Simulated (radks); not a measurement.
Hg, configuration [Xe] 4f14 5d10 6s1 6d1 (not the ground configuration).

All-electron calculation, scalar-relativistic Kohn-Sham, BLYP, spin-polarised, spherical densities, finite nucleus; open shells are filled with parallel spins first (spin-orbit coupling, left out, can overturn this in heavy ions); Fermi nuclear charge, rms radius 5.4648 fm. Program: a radial shooting solver on a logarithmic mesh with Libxc functionals.

Energy parts (hartree):
| part | energy |
|---|---|
| total | -19618.6718 |
| kinetic | 22010.2441 |
| electron-nucleus | -48845.1445 |
| Hartree | 7587.2937 |
| exchange-correlation | -371.0650 |

Orbitals (lengths in bohr, moments of r in powers of bohr):
orbital  occ.  eigenvalue (hartree)       <r^4>
1s up       1             -3055.688   3.995e-07
1s down     1             -3055.687   3.995e-07
2s up       1             -541.7896  0.00005824
2s down     1             -541.7893  0.00005824
2p up       3             -467.4147  0.00004759
2p down     3             -467.4144  0.00004759
3s up       1             -128.7247    0.002100
3s down     1             -128.7243    0.002100
3p up       3             -107.2253    0.002319
3p down     3             -107.2249    0.002319
3d up       5             -84.55460    0.001781
3d down     5             -84.55427    0.001781
4s up       1             -28.45685     0.04669
4s down     1             -28.45622     0.04669
4p up       3             -21.40513     0.06253
4p down     3             -21.40441     0.06252
4d up       5             -13.02539     0.08574
4d down     5             -13.02454     0.08573
5s up       1              -4.55530       1.206
5s down     1              -4.55399       1.204
4f up       7              -3.73526      0.1598
4f down     7              -3.73430      0.1597
5p up       3              -2.65872       2.263
5p down     3              -2.65650       2.247
5d up       5              -0.57510       12.64
5d down     5              -0.56496       12.27
6s up       1              -0.43790       81.94
6s down     0              -0.41474       85.96
6d up       1              -0.02332       21350

The highest occupied level is 6d up at -0.634 eV. The configuration is held as typed, so some empty levels lie below it. Summed over all electrons, <r^2> = 164.3 bohr^2, which gives a Langevin (diamagnetic) susceptibility term of -130 x 10^-6 cm^3/mol.
